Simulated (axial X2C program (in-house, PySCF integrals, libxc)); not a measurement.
**What spin–orbit coupling does to RbSe**

All values were computed with an in-house all-electron X2C program for linear molecules (integrals from PySCF). Spin-free means the one-electron spin-free X2C Hamiltonian; two-component (2c) means X2C with spin–orbit coupling and atomic mean-field two-electron Coulomb and Gaunt terms, so the difference of the two also holds small scalar two-electron terms. Basis: Rb dyall-v3z [12s13p8d2f], Se dyall-v3z [8s9p6d1f] (cores contracted in-house); Gaussian nuclei, density fitting, unrestricted open shells. Masses: Rb 84.912 u, Se 79.917 u.

Spin-free state: M_S = 1/2, Λ = 1 (beyond evenly filled blocks: π+α, π+β, π-α); fragments Rb + Se.

```csv
level,Re (Å),ωe (cm⁻¹),De (eV),μ (D)
PBE0,3.063,151.8,2.434,-10.43
HF,3.163,144.6,1.413,-11.88
MP2,3.078,154.0,2.270,n/a
TPSS,3.076,148.6,2.548,-10.13
BHandHLYP,3.091,150.9,2.362,-10.91
```

Correlated methods: 15 electrons correlated (number of frozen shells: Rb 3 s, 2 p, 1 d; Se 3 s, 2 p, 1 d), 235 virtual spin orbitals or spinors in MP2.

Dipoles are positive if Se is the positive end.

Q: Within this multiplet, which Ω should lie lowest by the rule for regular and inverted multiplets?

A: The open π shell holds three electrons, one hole, so the multiplet is inverted: Ω = Λ + 1/2 = 3/2. The PBE0 2c search agrees.

Two-component determinant lowest at the distance of the search:

Ω = 3/2 (⟨Sz⟩ = 0.50, ⟨Lz⟩ = 1.00 at HF); fragments Rb + Se.

```csv
level,Re (Å),ωe (cm⁻¹),De (eV),μ (D)
PBE0,3.064,151.5,2.471,-10.41
HF,3.164,144.4,n/a,-11.87
MP2,3.079,153.8,2.239,n/a
TPSS,3.077,148.2,n/a,-10.10
BHandHLYP,3.092,150.6,2.326,-10.89
```

Q: From the two tables, how do the constants change at the MP2 level (2c against spin-free)?

A: At the MP2 level Re rises by 0.001 Å and ωe is unchanged to within 0.2 cm⁻¹; De changes by -0.031 eV.

The state is a single determinant with fixed occupations, the lowest that a limited PBE0 search found. Dissociation energies refer to the lowest single-determinant-based atoms at the same level and basis. De is not given where an atomic determinant may have missed its ground term or J level, or where the truncated virtual space spoils (T). Density functionals use the spin component along the axis (collinear). PBE0 can misorder states that lie within some tenths of an eV, so this need not be the ground state of the molecule. The nearest other spin-free determinant of the search, M_S = 1/2, Λ = 0, lies 0.25 eV up at the distance of the search. The functionals have no current-density term, which raises determinants with orbital currents, atoms included.
